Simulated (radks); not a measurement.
Results of a calculation; reference values are marked as such.
Question: The mean radii <r> (bohr) of the occupied orbitals of an atom or ion are listed with their occupations. Level of theory: scalar-relativistic Kohn-Sham, BLYP, spin-polarised, spherical densities, point nucleus (a radial shooting solver on a logarithmic mesh with Libxc functionals).

| orbital | occ. | <r> |
|---|---|---|
| 1s down | 1 | 0.01714 |
| 1s up | 1 | 0.01714 |
| 2s up | 1 | 0.07234 |
| 2s down | 1 | 0.07234 |
| 2p up | 3 | 0.06522 |
| 2p down | 3 | 0.06522 |
| 3s up | 1 | 0.1871 |
| 3s down | 1 | 0.1871 |
| 3p up | 3 | 0.1882 |
| 3p down | 3 | 0.1882 |
| 3d up | 5 | 0.1704 |
| 3d down | 5 | 0.1704 |
| 4s up | 1 | 0.4150 |
| 4s down | 1 | 0.4150 |
| 4p up | 3 | 0.4419 |
| 4p down | 3 | 0.4419 |
| 4d up | 5 | 0.4683 |
| 4d down | 5 | 0.4681 |
| 5s up | 1 | 0.9500 |
| 5s down | 1 | 0.9466 |
| 4f up | 7 | 0.5164 |
| 4f down | 7 | 0.5149 |
| 5p up | 3 | 1.094 |
| 5p down | 3 | 1.090 |
| 5d up | 5 | 1.486 |
| 5d down | 2 | 1.500 |

Name the element and its charge. Open shells, if any, are filled with parallel spins first.

Answer: Z = 78, platinum, charge +3: Pt3+ in [Xe] 4f14 5d7. The 1s radius gives Z: for a bare nucleus <r> = (2 gamma + 1)/(2Z) with gamma = sqrt(1 - (Z/c)^2), 0.01695 bohr for Z = 78, and screening makes it slightly larger (0.01714 here). The occupations add up to 75, and the charge is Z minus that.
